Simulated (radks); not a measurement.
The numbers below are computed, except where a source is named.
Pb3+, 79 electrons, occupied as [Xe] 4f14 5d10 6s0.5 7s0.5 (fractional occupations, a model configuration). Level of theory: scalar-relativistic Kohn-Sham, exchange-only r2SCAN, spin-polarised, spherical densities, finite nucleus; open shells are filled with parallel spins first (spin-orbit coupling, left out, can overturn this in heavy ions); meta-GGA in the generalised Kohn-Sham scheme; Fermi nuclear charge, rms radius 5.5012 fm (a radial shooting solver on a logarithmic mesh with Libxc functionals).

Local quantities along the radius. ELF = 1/(1 + alpha^2) is the electron localisation function; alpha = (tau - tau_W)/tau_unif compares the Pauli kinetic energy density with that of the uniform gas (summed over spins); s = |grad rho|/(2 (3 pi^2)^(1/3) rho^(4/3)) is the reduced gradient; r v_xc is r times the local exchange-correlation potential of spin up (hartree bohr, multiplicative part alone). tau is taken from the large components.

r (bohr)	ELF	alpha	s	r v_xc
0.0008458	1.000	0.02155	0.9904	-0.1451
0.001156	0.999	0.02347	0.8464	-0.1707
0.001591	0.999	0.02663	0.7400	-0.2056
0.002191	0.999	0.03179	0.6682	-0.2504
0.003018	0.998	0.04054	0.6258	-0.3059
0.004123	0.997	0.05580	0.6102	-0.3702
0.005678	0.993	0.08629	0.6198	-0.4456
0.007819	0.977	0.1530	0.6550	-0.5295
0.01068	0.912	0.3098	0.7066	-0.6172
0.01471	0.670	0.7016	0.7314	-0.6241
0.02026	0.367	1.312	0.6009	-0.5883
0.0279	0.395	1.238	0.3442	-0.7122
0.03811	0.657	0.7230	0.2889	-0.9611
0.05249	0.731	0.6070	0.4054	-1.084
0.07228	0.466	1.070	0.4707	-1.029
0.09875	0.388	1.256	0.2512	-1.091
0.136	0.688	0.6727	0.2684	-1.490
0.1873	0.556	0.8928	0.4824	-1.378
0.2579	0.309	1.495	0.2361	-1.198
0.3523	0.688	0.6727	0.2277	-1.786
0.4852	0.602	0.8125	0.5085	-1.618
0.6682	0.305	1.509	0.4878	-1.309
0.9128	0.625	0.7746	0.3765	-1.477
1.257	0.638	0.7535	0.6415	-1.361
1.731	0.369	1.308	1.114	-0.9396
2.384	0.099	3.021	2.196	-0.4060
3.257	0.008	11.47	1.871	-0.4939
4.485	0.844	0.4299	1.230	-0.6646
6.177	0.998	0.04683	4.279	-0.5238
8.438	1.000	0.01580	17.16	0.6375

On this mesh the ELF has minima near r = 0.024, 0.085, 0.26, 0.67, 3.3 bohr, which separate the shells, and maxima near 0.045 (0.73), 0.16 (0.70), 0.41 (0.71), 1.1 (0.69).
